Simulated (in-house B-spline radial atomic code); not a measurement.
## Functionals against ionisation energies along an isoelectronic series: Pt to Tl³⁺

Ionisation energies as differences of self-consistent total energies from a B-spline radial code for spherical atoms: all electrons, radial basis limit, scalar-relativistic (one-electron X2C), spin-polarised at highest spin, spherical densities; exact exchange is averaged over the determinants of each configuration. No spin-orbit coupling, Breit or QED terms. NIST's values run from ground level to ground level, so in open shells the differences also hold multiplet and fine-structure energies that spherical high-spin averages miss. Columns give computed minus NIST, in eV; a star marks a semi-empirical value. Species are left out where the tabulated value is theory, is uncertain by more than 0.12 eV, or (13 ions, such as In⁴⁺, Te⁴⁺ and Bi⁴⁺) lies off its series for all methods alike, which flatters the means a little.

| species | shell | NIST (eV) | LDA exchange-only | RPBE | B3LYP | wB97X | LC-wPBE | OLYP |
| --- | --- | --- | --- | --- | --- | --- | --- | --- |
| Pt | 6s | 8.96 | -0.09 | +0.43 | +0.40 | -0.20 | -0.12 | +0.20 |
| Au⁺ | 5d | 20.20 ± 0.03 | ? | ? | ? | ? | ? | ? |
| Hg²⁺ | 5d | 34.49 ± 0.05 | -0.49 | +0.73 | +0.80 | +0.47 | +0.52 | +0.88 |
| Tl³⁺ | 5d | 51.14 ± 0.04 | -1.02 | +0.32 | +0.42 | +0.12 | +0.19 | +0.57 |

(1) What are the differences for Au⁺ ([Xe] 4f14 5d10)?

(2) How do the methods rank, and which species is hardest?

Answers

(1) LDA exchange-only -0.36; RPBE +0.72; B3LYP +0.73; wB97X +0.37; LC-wPBE +0.38; OLYP +0.77 eV.

(2) Mean absolute (signed) differences: wB97X 0.29 (+0.19) eV; LC-wPBE 0.30 (+0.24) eV; LDA exchange-only 0.49 (-0.49) eV; RPBE 0.55 (+0.55) eV; B3LYP 0.59 (+0.59) eV; OLYP 0.61 (+0.61) eV. For Hg²⁺, which loses a 5d electron, the nearest method is off by +0.47 eV, the largest such miss. The first two are tied within the accuracy of the references.
